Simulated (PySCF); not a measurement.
H3O3Re, neutral, multiplicity 3. Atoms are numbered in the order given.

```xyz
7

Re     0.0094     0.0020     0.0000
O      0.0830     0.9233    -1.6249
H     -0.7719     1.1603    -2.0255
O      0.0830     0.9233     1.6249
H     -0.7719     1.1603     2.0255
O     -0.1472    -1.8611     0.0000
H      0.6907    -2.3567     0.0000
```
Charge 0, spin multiplicity 3.

Geometry: B3LYP-D3(BJ)/def2-SVP. The spin state was assumed, not searched. The def2 effective core potentials stand for the cores of Re; spin–orbit coupling is left out. Other conformers were not sampled.

Computed with PySCF 2.14.0 with B3LYP-D3(BJ)/def2-SVP.

Frequencies are harmonic and unscaled.

```tsv
mode	ν (cm⁻¹)	IR (km/mol)	moving atoms (share of kinetic energy)
1	178	2.8	O 76 %, Re 15 %, H 9 %
2	184	0.1	O 82 %, H 10 %, Re 8 %
3	192	3.2	O 75 %, Re 14 %, H 10 %
4	432	168.7	H 90 %, O 10 %
5	466	27.6	H 91 %, O 9 %
6	488	165.9	H 90 %, O 10 %
7	692	96.7	H 92 %
8	702	101.1	H 91 %
9	706	59.4	H 87 %, O 12 %
10	730	190.7	O 85 %, Re 12 %
11	732	215.8	O 86 %, Re 12 %
12	746	0.6	O 93 %
13	3718	81.8	H 94 %
14	3719	77.2	H 94 %
15	3724	139.9	H 94 %
```
